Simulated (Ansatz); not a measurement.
Harmonic vibrations of CH$_{7}$BOSSi (`CSB[SiH2]O`) by finite differences.

```yaml
crystal:
  periodic: [false, false, false]
  atoms:
    - {symbol: C, position_ang: [-1.611976, -0.160891, 2.015500]}
    - {symbol: S, position_ang: [-0.730456, 0.646913, 0.656756]}
    - {symbol: B, position_ang: [0.349881, -0.536327, -0.040958]}
    - {symbol: Si, position_ang: [1.446789, 0.026648, -1.625836]}
    - {symbol: O, position_ang: [1.240090, 1.610998, -2.061835]}
    - {symbol: H, position_ang: [-1.450502, 0.411720, 2.928522]}
    - {symbol: H, position_ang: [-1.242280, -1.176305, 2.141232]}
    - {symbol: H, position_ang: [-2.677728, -0.176682, 1.788595]}
    - {symbol: H, position_ang: [0.395095, -1.639519, 0.420566]}
    - {symbol: H, position_ang: [2.900129, -0.119301, -1.347551]}
    - {symbol: H, position_ang: [1.116234, -0.885805, -2.763959]}
    - {symbol: H, position_ang: [0.341725, 1.943351, -2.077131]}
basis:
  gaussian: {orbitals: def2-TZVP}
hamiltonian: {xc: pbe0, dispersion: d4}
phonons: {temperatures: {t_min: 298.15, t_max: 900, t_step: 200}}
```

```sh
$ ansatz run in.yaml --threads 4 --pin off --events-out ev --progress --plain --max-ram 10444MiB
```

It prints (some lines left out):

```
Functional definition: PBE0
mean field -22579.41460764 eV, -829.7781819539 hartree, gradient 1.9e-5 eV, S^2 0.000000; 0 other end points of the search recorded, 0 dependent functions left out
mean field -22579.41443797 eV, -829.7781757185 hartree, gradient 1.2e-6 eV, S^2 0.000000; 0 other end points of the search recorded, 0 dependent functions left out
mean field -22579.41447008 eV, -829.7781768987 hartree, gradient 1.4e-6 eV, S^2 0.000000; 0 other end points of the search recorded, 0 dependent functions left out
mean field -22579.41444419 eV, -829.7781759473 hartree, gradient 9.8e-7 eV, S^2 0.000000; 0 other end points of the search recorded, 0 dependent functions left out
mean field -22579.41444864 eV, -829.7781761107 hartree, gradient 1.4e-6 eV, S^2 0.000000; 0 other end points of the search recorded, 0 dependent functions left out
mean field -22579.41449363 eV, -829.7781777641 hartree, gradient 1.4e-6 eV, S^2 0.000000; 0 other end points of the search recorded, 0 dependent functions left out
mean field -22579.41445582 eV, -829.7781763746 hartree, gradient 9.8e-7 eV, S^2 0.000000; 0 other end points of the search recorded, 0 dependent functions left out
mean field -22579.41453143 eV, -829.7781791533 hartree, gradient 2.6e-6 eV, S^2 0.000000; 0 other end points of the search recorded, 0 dependent functions left out
mean field -22579.41458349 eV, -829.7781810662 hartree, gradient 2.4e-6 eV, S^2 0.000000; 0 other end points of the search recorded, 0 dependent functions left out
mean field -22579.41454807 eV, -829.7781797645 hartree, gradient 3.0e-6 eV, S^2 0.000000; 0 other end points of the search recorded, 0 dependent functions left out
mean field -22579.41453563 eV, -829.7781793075 hartree, gradient 2.6e-6 eV, S^2 0.000000; 0 other end points of the search recorded, 0 dependent functions left out
mean field -22579.41458118 eV, -829.7781809816 hartree, gradient 2.0e-6 eV, S^2 0.000000; 0 other end points of the search recorded, 0 dependent functions left out
mean field -22579.41452646 eV, -829.7781789705 hartree, gradient 2.1e-6 eV, S^2 0.000000; 0 other end points of the search recorded, 0 dependent functions left out
mean field -22579.41455884 eV, -829.7781801605 hartree, gradient 8.9e-7 eV, S^2 0.000000; 0 other end points of the search recorded, 0 dependent functions left out
mean field -22579.41454169 eV, -829.7781795302 hartree, gradient 2.3e-6 eV, S^2 0.000000; 0 other end points of the search recorded, 0 dependent functions left out
mean field -22579.41448142 eV, -829.7781773155 hartree, gradient 9.9e-7 eV, S^2 0.000000; 0 other end points of the search recorded, 0 dependent functions left out
mean field -22579.41451442 eV, -829.7781785282 hartree, gradient 1.4e-6 eV, S^2 0.000000; 0 other end points of the search recorded, 0 dependent functions left out
mean field -22579.41453951 eV, -829.7781794500 hartree, gradient 2.8e-6 eV, S^2 0.000000; 0 other end points of the search recorded, 0 dependent functions left out
mean field -22579.41454270 eV, -829.7781795673 hartree, gradient 2.3e-6 eV, S^2 0.000000; 0 other end points of the search recorded, 0 dependent functions left out
mean field -22579.41453421 eV, -829.7781792553 hartree, gradient 2.8e-6 eV, S^2 0.000000; 0 other end points of the search recorded, 0 dependent functions left out
mean field -22579.41449291 eV, -829.7781777376 hartree, gradient 2.2e-6 eV, S^2 0.000000; 0 other end points of the search recorded, 0 dependent functions left out
mean field -22579.41448069 eV, -829.7781772884 hartree, gradient 1.5e-6 eV, S^2 0.000000; 0 other end points of the search recorded, 0 dependent functions left out
mean field -22579.41449516 eV, -829.7781778202 hartree, gradient 1.4e-6 eV, S^2 0.000000; 0 other end points of the search recorded, 0 dependent functions left out
mean field -22579.41449952 eV, -829.7781779805 hartree, gradient 2.0e-6 eV, S^2 0.000000; 0 other end points of the search recorded, 0 dependent functions left out
mean field -22579.41454793 eV, -829.7781797596 hartree, gradient 2.5e-6 eV, S^2 0.000000; 0 other end points of the search recorded, 0 dependent functions left out
mean field -22579.41445950 eV, -829.7781765099 hartree, gradient 1.4e-6 eV, S^2 0.000000; 0 other end points of the search recorded, 0 dependent functions left out
mean field -22579.41444223 eV, -829.7781758751 hartree, gradient 1.4e-6 eV, S^2 0.000000; 0 other end points of the search recorded, 0 dependent functions left out
mean field -22579.41451857 eV, -829.7781786805 hartree, gradient 1.4e-6 eV, S^2 0.000000; 0 other end points of the search recorded, 0 dependent functions left out
mean field -22579.41448347 eV, -829.7781773908 hartree, gradient 1.4e-6 eV, S^2 0.000000; 0 other end points of the search recorded, 0 dependent functions left out
mean field -22579.41457042 eV, -829.7781805860 hartree, gradient 2.4e-6 eV, S^2 0.000000; 0 other end points of the search recorded, 0 dependent functions left out
mean field -22579.41461861 eV, -829.7781823570 hartree, gradient 2.3e-6 eV, S^2 0.000000; 0 other end points of the search recorded, 0 dependent functions left out
mean field -22579.41458743 eV, -829.7781812113 hartree, gradient 1.1e-6 eV, S^2 0.000000; 0 other end points of the search recorded, 0 dependent functions left out
mean field -22579.41459533 eV, -829.7781815013 hartree, gradient 1.1e-6 eV, S^2 0.000000; 0 other end points of the search recorded, 0 dependent functions left out
mean field -22579.41456942 eV, -829.7781805494 hartree, gradient 1.4e-6 eV, S^2 0.000000; 0 other end points of the search recorded, 0 dependent functions left out
mean field -22579.41456610 eV, -829.7781804272 hartree, gradient 1.4e-6 eV, S^2 0.000000; 0 other end points of the search recorded, 0 dependent functions left out
mean field -22579.41453809 eV, -829.7781793980 hartree, gradient 1.7e-6 eV, S^2 0.000000; 0 other end points of the search recorded, 0 dependent functions left out
mean field -22579.41452259 eV, -829.7781788282 hartree, gradient 1.7e-6 eV, S^2 0.000000; 0 other end points of the search recorded, 0 dependent functions left out
mean field -22579.41457772 eV, -829.7781808545 hartree, gradient 1.1e-6 eV, S^2 0.000000; 0 other end points of the search recorded, 0 dependent functions left out
mean field -22579.41458756 eV, -829.7781812159 hartree, gradient 1.1e-6 eV, S^2 0.000000; 0 other end points of the search recorded, 0 dependent functions left out
mean field -22579.41451071 eV, -829.7781783919 hartree, gradient 1.7e-6 eV, S^2 0.000000; 0 other end points of the search recorded, 0 dependent functions left out
mean field -22579.41451578 eV, -829.7781785780 hartree, gradient 2.1e-6 eV, S^2 0.000000; 0 other end points of the search recorded, 0 dependent functions left out
mean field -22579.41459867 eV, -829.7781816243 hartree, gradient 1.1e-6 eV, S^2 0.000000; 0 other end points of the search recorded, 0 dependent functions left out
mean field -22579.41458704 eV, -829.7781811967 hartree, gradient 1.2e-6 eV, S^2 0.000000; 0 other end points of the search recorded, 0 dependent functions left out
mean field -22579.41450097 eV, -829.7781780338 hartree, gradient 2.1e-6 eV, S^2 0.000000; 0 other end points of the search recorded, 0 dependent functions left out
mean field -22579.41451246 eV, -829.7781784561 hartree, gradient 1.9e-6 eV, S^2 0.000000; 0 other end points of the search recorded, 0 dependent functions left out
mean field -22579.41459464 eV, -829.7781814762 hartree, gradient 1.1e-6 eV, S^2 0.000000; 0 other end points of the search recorded, 0 dependent functions left out
mean field -22579.41459351 eV, -829.7781814344 hartree, gradient 1.1e-6 eV, S^2 0.000000; 0 other end points of the search recorded, 0 dependent functions left out
mean field -22579.41459294 eV, -829.7781814138 hartree, gradient 1.3e-6 eV, S^2 0.000000; 0 other end points of the search recorded, 0 dependent functions left out
mean field -22579.41458469 eV, -829.7781811103 hartree, gradient 1.3e-6 eV, S^2 0.000000; 0 other end points of the search recorded, 0 dependent functions left out
mean field -22579.41460341 eV, -829.7781817985 hartree, gradient 2.1e-6 eV, S^2 0.000000; 0 other end points of the search recorded, 0 dependent functions left out
mean field -22579.41459858 eV, -829.7781816208 hartree, gradient 1.7e-6 eV, S^2 0.000000; 0 other end points of the search recorded, 0 dependent functions left out
mean field -22579.41454166 eV, -829.7781795293 hartree, gradient 1.4e-6 eV, S^2 0.000000; 0 other end points of the search recorded, 0 dependent functions left out
mean field -22579.41454851 eV, -829.7781797808 hartree, gradient 1.8e-6 eV, S^2 0.000000; 0 other end points of the search recorded, 0 dependent functions left out
mean field -22579.41459271 eV, -829.7781814051 hartree, gradient 1.7e-6 eV, S^2 0.000000; 0 other end points of the search recorded, 0 dependent functions left out
mean field -22579.41458911 eV, -829.7781812729 hartree, gradient 1.9e-6 eV, S^2 0.000000; 0 other end points of the search recorded, 0 dependent functions left out
mean field -22579.41455976 eV, -829.7781801944 hartree, gradient 2.3e-6 eV, S^2 0.000000; 0 other end points of the search recorded, 0 dependent functions left out
mean field -22579.41454926 eV, -829.7781798086 hartree, gradient 2.0e-6 eV, S^2 0.000000; 0 other end points of the search recorded, 0 dependent functions left out
mean field -22579.41460061 eV, -829.7781816954 hartree, gradient 2.7e-6 eV, S^2 0.000000; 0 other end points of the search recorded, 0 dependent functions left out
mean field -22579.41459943 eV, -829.7781816520 hartree, gradient 2.8e-6 eV, S^2 0.000000; 0 other end points of the search recorded, 0 dependent functions left out
mean field -22579.41459566 eV, -829.7781815137 hartree, gradient 2.2e-6 eV, S^2 0.000000; 0 other end points of the search recorded, 0 dependent functions left out
mean field -22579.41460470 eV, -829.7781818457 hartree, gradient 1.9e-6 eV, S^2 0.000000; 0 other end points of the search recorded, 0 dependent functions left out
mean field -22579.41460377 eV, -829.7781818117 hartree, gradient 1.5e-6 eV, S^2 0.000000; 0 other end points of the search recorded, 0 dependent functions left out
mean field -22579.41459527 eV, -829.7781814994 hartree, gradient 2.0e-6 eV, S^2 0.000000; 0 other end points of the search recorded, 0 dependent functions left out
mean field -22579.41458361 eV, -829.7781810709 hartree, gradient 2.8e-6 eV, S^2 0.000000; 0 other end points of the search recorded, 0 dependent functions left out
mean field -22579.41458384 eV, -829.7781810794 hartree, gradient 8.2e-7 eV, S^2 0.000000; 0 other end points of the search recorded, 0 dependent functions left out
mean field -22579.41456831 eV, -829.7781805086 hartree, gradient 1.8e-6 eV, S^2 0.000000; 0 other end points of the search recorded, 0 dependent functions left out
mean field -22579.41457962 eV, -829.7781809240 hartree, gradient 2.3e-6 eV, S^2 0.000000; 0 other end points of the search recorded, 0 dependent functions left out
mean field -22579.41446898 eV, -829.7781768581 hartree, gradient 1.4e-6 eV, S^2 0.000000; 0 other end points of the search recorded, 0 dependent functions left out
mean field -22579.41445503 eV, -829.7781763454 hartree, gradient 2.0e-6 eV, S^2 0.000000; 0 other end points of the search recorded, 0 dependent functions left out
mean field -22579.41458403 eV, -829.7781810863 hartree, gradient 2.1e-6 eV, S^2 0.000000; 0 other end points of the search recorded, 0 dependent functions left out
mean field -22579.41457297 eV, -829.7781806797 hartree, gradient 1.7e-6 eV, S^2 0.000000; 0 other end points of the search recorded, 0 dependent functions left out
mean field -22579.41460086 eV, -829.7781817049 hartree, gradient 1.8e-6 eV, S^2 0.000000; 0 other end points of the search recorded, 0 dependent functions left out
mean field -22579.41461228 eV, -829.7781821245 hartree, gradient 1.8e-6 eV, S^2 0.000000; 0 other end points of the search recorded, 0 dependent functions left out
Total energy: -22579.63767024 eV, -829.7863793532 hartree
Atom 0 at    -1.611976    -0.160891     2.015500 Å, force     0.000461     0.000377    -0.001155 eV/Å
Atom 1 at    -0.730456     0.646913     0.656756 Å, force     0.000228     0.001140    -0.001300 eV/Å
Atom 2 at     0.349881    -0.536327    -0.040958 Å, force     0.000047    -0.001298     0.000316 eV/Å
Atom 3 at     1.446789     0.026648    -1.625836 Å, force    -0.000300     0.002052    -0.000794 eV/Å
Atom 4 at     1.240090     1.610998    -2.061835 Å, force    -0.002117    -0.002683     0.001307 eV/Å
Atom 5 at    -1.450502     0.411720     2.928522 Å, force    -0.000249     0.000109     0.001369 eV/Å
Atom 6 at    -1.242280    -1.176305     2.141232 Å, force    -0.000259    -0.001017     0.000417 eV/Å
Atom 7 at    -2.677728    -0.176682     1.788595 Å, force    -0.000358    -0.000172     0.000235 eV/Å
Atom 8 at     0.395095    -1.639519     0.420566 Å, force     0.000396     0.000544     0.000364 eV/Å
Atom 9 at     2.900129    -0.119301    -1.347551 Å, force     0.000589    -0.000077     0.000128 eV/Å
Atom 10 at     1.116234    -0.885805    -2.763959 Å, force    -0.000108    -0.000183    -0.000339 eV/Å
Atom 11 at     0.341725     1.943351    -2.077131 Å, force     0.001670     0.001208    -0.000547 eV/Å
Dipole moment:    -0.539236    -0.150275     0.425911 e Å
Vibrations: 56.02 76.18 83.67 131.30 182.67 225.46 330.99 485.55 601.45 718.58 722.62 763.81 816.81 852.16 894.62 908.28 943.26 967.41 979.79 1026.29 1339.88 1458.93 1469.86 2169.10 2220.42 2615.31 3070.63 3160.57 3181.27 3922.07 cm⁻¹, zero-point energy 2.254960 eV
```

It took 2.5 min on 4 threads of an Arm Neoverse V2 on a shared host, with 0.56 GiB of host memory at the peak.
